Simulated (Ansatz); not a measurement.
A nudged elastic band was laid between two geometries of FH + H4Sn (7 atoms, charge 0, multiplicity 1).

Theory: RKS BLYP-D4/def2-SVP (Ansatz).

- movable images: 5
- climbing image: yes
- spring: 5.0 eV/Å²
- optimiser: quadratic models (default)
- start path: through a guess of the saddle point
- force threshold: 0.05 eV/Å
- iteration limit: 60
- end points: relaxed

Initial state:

```xyz
7
Properties=species:S:1:pos:R:3
Sn 0.199 0.000 -0.125
H 0.086 0.000 1.620
H 1.889 0.000 -0.508
H -0.548 1.428 -0.737
H -0.548 -1.428 -0.737
F -2.529 0.000 1.494
H -1.689 0.000 1.923
```

Final state:

```xyz
7
Properties=species:S:1:pos:R:3
Sn -0.202 0.000 -0.834
H -0.757 0.000 3.672
H 1.391 0.000 -0.158
H -0.586 1.448 -1.700
H -0.586 -1.448 -1.700
F -1.433 0.000 0.717
H -0.969 0.000 2.932
```

Problem. What changes between the two ends?

Solution. Bonds broken: Sn1–H2, F6–H7. Bonds formed: Sn1–F6, H2–H7. FH + H4Sn becomes FH3Sn + H2.

Problem. Give the energies along the band, and the barrier.

Solution. The run converged. The highest image is number 2 of 0 to 6, 22.0 kcal/mol above the first end and 31.5 kcal/mol above the last; the last end lies 9.5 kcal/mol below the first. A vibrational analysis at the climbing image gives 2 clearly imaginary modes (1042i, 132i cm⁻¹): a point of higher order. A lower path may pass nearby, or the ends, which weren't checked, may share the extra mode. The orbitals stay closed-shell, which can raise the energy where a bond breaks towards radicals; this wasn't checked here.

```tsv
image	path coordinate (Å)	energy (kcal/mol)	Sn1–H2 (Å)	F6–H7 (Å)	Sn1–F6 (Å)
0	0.00	0.0	1.75	0.94	3.17
1	0.64	5.5	1.82	0.97	2.67
2	1.27	22.0	2.12	1.22	2.25
3	2.05	1.7	2.67	1.75	2.02
4	2.83	-7.8	3.35	2.06	1.98
5	3.61	-9.4	4.04	2.24	1.98
6	4.39	-9.5	4.54	2.26	1.98
```

Problem. What is the geometry of the highest image?

Solution. 
```xyz
7
Properties=species:S:1:pos:R:3
Sn -0.193 0.000 -0.162
H -0.040 0.000 1.956
H 1.548 0.000 -0.053
H -0.702 1.479 -0.892
H -0.702 -1.479 -0.892
F -2.026 0.000 1.139
H -1.026 0.000 1.833
```

The run took 93 s on 1 thread of Arm Neoverse V1 (shared host), peak memory 0.11 GiB.
